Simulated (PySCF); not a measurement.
Correlation energy of Br (bromine, neutral)

[Ar] 3d10 4s1 4p6, 2S determinant (an excited configuration). Computed with PySCF 2.14 in aug-cc-pVDZ-PP with ECP10MDF, with a scalar-relativistic core potential. Frozen: 3s2 3p6 3d10; 7 electrons correlated.

```json
{"level": "CCSD", "correlation energy (mhartree)": "-254.36"}
{"level": "(T)", "correlation energy (mhartree)": "-20.86"}
{"level": "CCSD(T)", "correlation energy (mhartree)": "-275.22"}
{"level": "CCSDT", "correlation energy (mhartree)": "-270.94"}
```

Diagnostics: T1 = 0.022, D1 = 0.0398, largest double amplitude 0.274.

**Question.** Is a single reference adequate?

**Answer.** Not fully. A double-excitation amplitude exceeds 0.15, a sign of near-degeneracy.
